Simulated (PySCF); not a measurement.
Au⁺: excitation energy

Au⁺ [Xe] 4f14 5d10 (1S) → Au⁺ [Xe] 4f14 5d9 6s1 (3D), as a difference of total energies. Calculation: PySCF 2.14, in ANO-RCC-VTZP; scalar relativity by spin-free X2C-1e. Correlated levels: valence and next inner shell: [Kr] 4d10 4f14 frozen. The calculations carry no spin-orbit coupling.

| method | excitation energy (eV) |
| --- | --- |
| UHF | 2.069 |
| MP2 (valence and next inner shell) | 2.463 |
| SCS-MP2 (valence and next inner shell) | 2.508 |
| CCSD (valence and next inner shell) | 2.337 |
| CCSD(T) (valence and next inner shell) | 2.364 |

Task: How much does correlation contribute at CCSD(T) (valence and next inner shell)?

Result: 2.364 − (2.069) = 0.295 eV, measured against UHF.

A first-order spin-orbit estimate (lowest level to lowest level, LS coupling) adds -0.658 eV.

The basis was made for the ground configuration and has no added diffuse functions, so the excitation energy can come out too high.
